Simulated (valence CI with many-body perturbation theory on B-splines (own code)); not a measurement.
## Which ion has this spectrum?

A relativistic CI+MBPT calculation for an atom or ion with 14 electrons gives these levels (cm⁻¹):

| J | Parity | E | g |
| --- | --- | --- | --- |
| 0 | even | 0 |  |
| 1 | even | 5536 | 1.50 |
| 2 | even | 12004 | 1.48 |
| 2 | even | 37150 | 1.02 |
| 0 | even | 75261 |  |
| 2 | odd | 178128 | 2.00 |
| 1 | odd | 242339 | 0.52 |
| 2 | odd | 242447 | 1.18 |
| 3 | odd | 243919 | 1.33 |
| 0 | odd | 278191 |  |
| 1 | odd | 278522 | 1.48 |
| 2 | odd | 278816 | 1.48 |
| 2 | odd | 306581 | 1.01 |
| 1 | odd | 356896 | 1.83 |

The energies are calculated, with errors of perhaps 200 cm⁻¹, more in some levels.

(1) Which is it?
A. Mn11+
B. Ti8+
C. Fe12+
D. Cr10+

Results:

(1) D. Cr10+, ground level 3s2 3p2 3P_0.
